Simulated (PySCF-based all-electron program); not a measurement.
The numbers below are computed, except where a source is named.
Force along the bond of CrCl, sextet

Method: all-electron DFT (in-house code on PySCF), basis-limit composite values; the spin-free Dirac equation, no spin–orbit coupling, spin-unrestricted, lowest state found (another of this spin can lie close). Forces are good to about 0.006 eV/Å. A positive force pushes the atoms apart.

```csv
r (Å),PBE (eV/Å),r2SCAN (eV/Å)
1.85725,8.348,?
1.9665,4.252,?
2.185,-0.103,?
```

What does r2SCAN give at the lengths left open?

1.85725 Å: 8.681 eV/Å; 1.9665 Å: 4.460 eV/Å; 2.185 Å: -0.064 eV/Å.

Between which listed lengths does the r2SCAN force vanish, and at which of the two is it smaller?

Between 1.966 and 2.185 Å. The force is smaller at 2.185 Å.
